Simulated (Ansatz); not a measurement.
A nudged elastic band was laid between two geometries of AlFH8O3Si2 (15 atoms, charge 0, multiplicity 1).

The calculation used RHF/cc-pVDZ (Ansatz).

| Property | Result |
| --- | --- |
| movable images | 5 |
| climbing image | yes |
| spring | 5.0 eV/Å² |
| optimiser | quadratic models (default) |
| start path | through a guess of the saddle point |
| force threshold | 0.05 eV/Å |
| iteration limit | 60 |
| end points | relaxed |

Image 0:

```xyz
15
Properties=species:S:1:pos:R:3
Al -0.090 -0.324 0.421
O 0.122 0.203 2.077
H -0.192 -0.211 2.863
O 1.265 -0.862 -0.448
Si 2.586 -1.360 -1.297
H 2.236 -2.518 -2.162
H 3.089 -0.256 -2.157
H 3.670 -1.771 -0.366
O -1.659 -0.752 -0.079
Si -3.021 -1.245 -0.866
H -3.478 -2.551 -0.321
H -4.103 -0.243 -0.677
H -2.761 -1.398 -2.322
F 0.015 1.720 0.247
H 0.084 1.766 1.176
```

Image 6:

```xyz
15
Properties=species:S:1:pos:R:3
Al -0.065 0.264 -0.008
O 0.083 0.246 1.975
H -0.702 -0.101 2.387
O 1.305 -0.550 -0.608
Si 2.512 -1.397 -1.337
H 1.960 -2.589 -2.035
H 3.219 -0.550 -2.333
H 3.495 -1.860 -0.321
O -1.608 -0.492 -0.059
Si -2.866 -1.271 -0.789
H -3.044 -2.618 -0.181
H -4.124 -0.500 -0.601
H -2.624 -1.435 -2.248
F -0.038 1.951 -0.110
H 0.261 1.100 2.355
```

Task: Which bonds break or form, and what moves?

Result: Bonds broken: F14–H15. Bonds formed: O2–H15.

Task: What energy profile does the band end with?

Result: The forces met the threshold. The highest image is number 2 of 0 to 6, 2.5 kcal/mol above the first end and 28.3 kcal/mol above the last; the last end lies 25.8 kcal/mol below the first. The profile has 2 maxima (images 2, 4) with wells between them (image 3): this band takes more than one step, which may be the mechanism or a detour left from its start path. Neighbouring images differ by up to 1.2 eV, so the band resolves the path poorly. A vibrational analysis at the climbing image gives one clearly imaginary mode, 933i cm⁻¹: a first-order saddle point. The orbitals stay closed-shell, which can raise the energy where a bond breaks towards radicals; this wasn't checked here.

```
image  path coordinate (Å)  energy (kcal/mol)  F14–H15 (Å)  O2–H15 (Å)
    0                 0.00                0.0         0.93        1.80
    1                 1.14                0.0         0.93        1.81
    2                 2.27                2.5         1.06        1.31
    3                 3.77              -25.8         2.62        0.95
    4                 5.26              -25.0         2.62        0.95
    5                 6.75              -25.8         2.58        0.95
    6                 8.24              -25.8         2.62        0.95
```

Task: What is the geometry of the highest image?

Result: 
```xyz
15
Properties=species:S:1:pos:R:3:forces:R:3
Al -0.164 -0.233 0.274 -0.01 0.01 -0.02
O -0.103 0.163 2.052 0.00 0.01 0.00
H 0.508 -0.148 2.700 0.00 0.00 0.00
O 1.299 -0.801 -0.372 0.01 0.00 0.02
Si 2.626 -1.317 -1.206 0.00 0.00 -0.01
H 2.434 -2.720 -1.658 0.00 0.00 0.00
H 2.860 -0.453 -2.392 0.00 0.00 0.00
H 3.823 -1.260 -0.325 0.00 0.00 0.00
O -1.671 -0.695 -0.340 0.01 -0.01 -0.01
Si -3.094 -1.216 -0.991 -0.01 0.01 0.00
H -3.565 -2.431 -0.275 0.00 0.00 0.00
H -4.129 -0.156 -0.872 0.00 0.00 0.00
H -2.909 -1.547 -2.428 0.00 0.00 0.00
F -0.107 1.682 0.459 0.00 0.00 -0.03
H -0.045 1.329 1.462 0.00 -0.02 0.04
```

The run took 7.8 min on 4 threads of Arm Neoverse V2, on a shared host, peak memory 0.46 GiB.
